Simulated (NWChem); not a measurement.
The numbers come from NWChem runs, not from measurements. System: In (+1), charge 1, spin multiplicity 1. Level: CCSD(T)/def2-QZVP with def2 effective core potentials on In, 4 core orbitals frozen.

Input file:

```
start mol
memory heap 100 mb stack 700 mb global 1900 mb
charge 1
geometry units angstroms nocenter noautoz
  In     0.000000     0.000000     0.000000
  symmetry group D2h
end
basis spherical
  * library def2-qzvp
end
ecp
  In library def2-ecp
end
scf
  rhf
  nopen 0
  maxiter 100
  thresh 1e-7
  semidirect memsize 60000000 filesize 0
end
ccsd
  freeze core 4
  maxiter 60
end
task ccsd(t) energy
```

Part of the output:

```
             Northwest Computational Chemistry Package (NWChem) 7.3.0
             --------------------------------------------------------

                                NWChem Input Module
                                -------------------

 Scaling coordinates for geometry "geometry" by  1.889725989
 (inverse scale =  0.529177249)

                             Geometry "geometry" -> ""
                             -------------------------

 Output coordinates in angstroms (scale by  1.889725989 to convert to a.u.)

  No.       Tag          Charge          X              Y              Z
 ---- ---------------- ---------- -------------- -------------- --------------
    1 In                  49.0000     0.00000000     0.00000000     0.00000000

 Effective nuclear repulsion energy (a.u.)       0.0000000000

            Nuclear Dipole moment (a.u.)
            ----------------------------
        X                 Y               Z
 ---------------- ---------------- ----------------
     0.0000000000     0.0000000000     0.0000000000

      Symmetry information
      --------------------

 Group name             D2h
 Group number             26
 Group order               8
 No. of unique centers     1

      Symmetry unique atoms

     1


 Summary of "ao basis" -> "" (spherical)
 ------------------------------------------------------------------------------
       Tag                 Description            Shells   Functions and Types
 ---------------- ------------------------------  ------  ---------------------
 *                         def2-qzvp                  on all atoms

 Summary of "ao basis" -> "ao basis" (spherical)
 ------------------------------------------------------------------------------
       Tag                 Description            Shells   Functions and Types
 ---------------- ------------------------------  ------  ---------------------
 In                        def2-qzvp                22       82   7s6p4d4f1g

                                 NWChem SCF Module
                                 -----------------

  ao basis        = "ao basis"
[...]
 ccsd(t): done       42 out of       72 progress:   58.3%
 ccsd(t): done       43 out of       72 progress:   59.7%
 ccsd(t): done       44 out of       72 progress:   61.1%
 ccsd(t): done       45 out of       72 progress:   62.5%
 ccsd(t): done       46 out of       72 progress:   63.9%
 ccsd(t): done       47 out of       72 progress:   65.3%
 ccsd(t): done       48 out of       72 progress:   66.7%
 ccsd(t): done       49 out of       72 progress:   68.1%
 ccsd(t): done       50 out of       72 progress:   69.4%
 ccsd(t): done       51 out of       72 progress:   70.8%
 ccsd(t): done       52 out of       72 progress:   72.2%
 ccsd(t): done       53 out of       72 progress:   73.6%
 ccsd(t): done       54 out of       72 progress:   75.0%
 ccsd(t): done       55 out of       72 progress:   76.4%
 ccsd(t): done       56 out of       72 progress:   77.8%
 ccsd(t): done       57 out of       72 progress:   79.2%
 ccsd(t): done       58 out of       72 progress:   80.6%
 ccsd(t): done       59 out of       72 progress:   81.9%
 ccsd(t): done       60 out of       72 progress:   83.3%
 ccsd(t): done       61 out of       72 progress:   84.7%
 ccsd(t): done       62 out of       72 progress:   86.1%
 ccsd(t): done       63 out of       72 progress:   87.5%
 ccsd(t): done       64 out of       72 progress:   88.9%
 ccsd(t): done       65 out of       72 progress:   90.3%
 ccsd(t): done       66 out of       72 progress:   91.7%
 ccsd(t): done       67 out of       72 progress:   93.1%
 ccsd(t): done       68 out of       72 progress:   94.4%
 ccsd(t): done       69 out of       72 progress:   95.8%
 ccsd(t): done       70 out of       72 progress:   97.2%
 ccsd(t): done       71 out of       72 progress:   98.6%
 ccsd(t): done       72 out of       72 progress:  100.0%
 Time for integral evaluation pass     1        4.16
 Time for triples evaluation pass      1        1.24

 pseudo-e(mp4)  -0.95161385180058E-02
 pseudo-e(mp5)   0.24783822204112E-03
        e(t)    -0.92683002959647E-02

 --------------
 CCSD(T) Energy
 --------------
 Reference energy:                    -189.018876068802939

 CCSD corr. energy:                     -0.395790765573295
 T(CCSD) corr. energy:                  -0.009516138518006
 Total CCSD+T(CCSD) energy:           -189.424182972894243

 CCSD corr. energy:                     -0.395790765573295
 (T) corr. energy:                      -0.009268300295965
 Total CCSD(T) energy:                -189.423935134672206

 routine      calls  cpu(0)   cpu-min  cpu-ave  cpu-max   i/o
 aoccsd          1     0.00     0.00     0.00     0.00    0.00
 iterdrv         1     0.01     0.01     0.01     0.01    0.00
 pampt           9     0.03     0.03     0.03     0.03    0.00
 t2pm            9     0.05     0.05     0.05     0.05    0.00
 sxy             9     0.08     0.08     0.08     0.08    0.00
 ints       576081    47.40    47.40    47.40    47.40    0.00
 t2eri        2277     2.20     2.20     2.20     2.20    0.00
 idx2         2277     0.22     0.22     0.22     0.22    0.00
 idx34           9     0.02     0.02     0.02     0.02    0.00
 ht2pm           9     0.07     0.07     0.07     0.07    0.00
 itm             9     0.29     0.29     0.29     0.29    0.00
 pdiis           9     0.02     0.02     0.02     0.02    0.00
 triples         1     0.00     0.00     0.00     0.00    0.00
 rdtrpo          1     0.00     0.00     0.00     0.00    0.00
 trpmos          1     4.16     4.16     4.16     4.16    0.00
 trpdrv          1     0.18     0.18     0.18     0.18    0.00
 dovvv       18144     0.62     0.62     0.62     0.62    0.00
 doooo       18144     0.08     0.08     0.08     0.08    0.00
 tengy       15552     0.35     0.35     0.35     0.35    0.00
 Total                55.77    55.77    55.77    55.77    0.00

 Task  times  cpu:       60.7s     wall:       60.7s

 Total times  cpu:       60.7s     wall:       60.7s
```
